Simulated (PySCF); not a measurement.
# TDDFT excited states: C4H4FNO2

Compound: C4H4FNO2.
Cartesian coordinates in Å at the GFN2-xTB level; atoms count from 1:
```xyz
12
C4H4FNO2 angstrom
F     -2.2182    0.0408   -1.4548
C     -2.0459   -0.3193   -0.1441
O     -1.1718    0.5476    0.4820
C      0.1459    0.3213    0.2680
C      1.1818    1.1684    0.5451
O      2.3230    0.5226    0.2109
C      1.9336   -0.6610   -0.2500
N      0.6516   -0.8412   -0.2381
H     -1.6803   -1.3544   -0.1479
H     -3.0186   -0.2144    0.3488
H      1.2377    2.1559    0.9465
H      2.6624   -1.3670   -0.5924
```

Computed with PySCF 2.14.0, density-fitted response routines, TDDFT PBE0/def2-SVPD, vertical, gas phase, core orbitals frozen in the response.

```json
{"state": "S1", "E (eV)": "5.82", "λ (nm)": "213.0", "ν̃ (cm⁻¹)": "46940", "f": "0.109", "main configurations (H = HOMO, L = LUMO)": "H→L (94%)"}
{"state": "S2", "E (eV)": "6.63", "λ (nm)": "186.9", "ν̃ (cm⁻¹)": "53510", "f": "0.0041", "main configurations (H = HOMO, L = LUMO)": "H-1→L (94%)"}
{"state": "S3", "E (eV)": "6.70", "λ (nm)": "185.1", "ν̃ (cm⁻¹)": "54030", "f": "0.0015", "main configurations (H = HOMO, L = LUMO)": "H→L+1 (94%)"}
{"state": "S4", "E (eV)": "7.21", "λ (nm)": "171.9", "ν̃ (cm⁻¹)": "58160", "f": "0.023", "main configurations (H = HOMO, L = LUMO)": "H→L+3 (66%), H→L+2 (18%)"}
{"state": "S5", "E (eV)": "7.27", "λ (nm)": "170.6", "ν̃ (cm⁻¹)": "58630", "f": "0.090", "main configurations (H = HOMO, L = LUMO)": "H→L+2 (63%), H-2→L (14%), H→L+3 (14%)"}
{"state": "S6", "E (eV)": "7.51", "λ (nm)": "165.2", "ν̃ (cm⁻¹)": "60540", "f": "0.012", "main configurations (H = HOMO, L = LUMO)": "H→L+4 (86%)"}
```

Triplets (Tamm–Dancoff): T1 3.92 eV, H→L (92%); T2 5.67 eV, H→L+3 (53%), H→L+2 (20%), H-2→L (12%).

The lowest singlet lies at 5.82 eV (213 nm, ultraviolet) and is of moderate strength; its leading configuration is HOMO→LUMO (94%). The lowest level is also the most intense of those listed (f = 0.109). Löwdin shares by element: HOMO carbon 65% or more, oxygen 15% or more (atoms not listed hold the other 20%); LUMO carbon 42% or more, oxygen 21% or more, nitrogen 18% (atoms not listed hold the other 19%). Weighted by f, the mean energy of these states is 6.60 eV. The oscillator strengths of these states sum to 0.240; summed over the whole spectrum of an exact calculation they would give the number of electrons, 60 (Thomas–Reiche–Kuhn). The listed states span 1.69 eV, and the widest gap between neighbours is 0.81 eV (S1 to S2). The window holds the lowest 6 singlets.

Time: 25 s wall; peak memory 0.82 GiB. Hardware: Intel Xeon Platinum 8488C, one thread, shared host with 192 logical CPUs at a one-minute load of 19.

One conformer stands for the species.
